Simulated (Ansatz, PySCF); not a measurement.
System: C3H9BN, net charge 0, doublet state. SMILES: CB([N]C)C
Structure (B3LYP-D3(BJ)/def2-TZVP (Ansatz, an electronic-structure program) minimum search):
```xyz
14

C      2.1765    -0.3520     0.1066
N      0.7848    -0.4099    -0.0011
B     -0.4968     0.0175    -0.0331
C     -1.7116    -0.9846    -0.2601
C     -0.7916     1.5809     0.1643
H      2.5563    -0.9297     0.9563
H      2.6825    -0.6833    -0.8067
H      2.4751     0.6959     0.2744
H     -2.2803    -0.6881    -1.1465
H     -1.4035    -2.0229    -0.3832
H     -2.4043    -0.9301     0.5850
H     -1.3259     1.9643    -0.7098
H     -1.4502     1.7217     1.0262
H      0.1013     2.1887     0.3131
```
Charge 0, spin multiplicity 2.

Property: size of the dipole moment, in D. Set-up: open shells spin-unrestricted; 6-31G* and kin with 6d, 5d where marked; dispersion terms only where a functional's name holds one; no spin-orbit coupling; non-relativistic. First-principles rows: single points at B3LYP-D3(BJ) geometries (Ansatz).

```csv
level,program,size of the dipole moment (D)
BP86/6-31G* (5d),PySCF,1.31
B3LYP/3-21G,Ansatz,1.64
B3LYP/6-31G,Ansatz,1.46
B3LYP/6-31G*,Ansatz,1.40
B3LYP/cc-pVDZ,Ansatz,1.45
B3PW91/6-31G* (5d),PySCF,1.42
```

No value to compare with is used here. The 6 habitual levels span 1.31 (BP86/6-31G* (5d)) to 1.64 D (B3LYP/3-21G).

The levels are drawn from those run, B3LYP/6-31G* more often than the rest, none by its result; left out are runs that failed, that the program found above a lower state of the same kind, or whose <S^2> lies over 0.5 above the pure value.
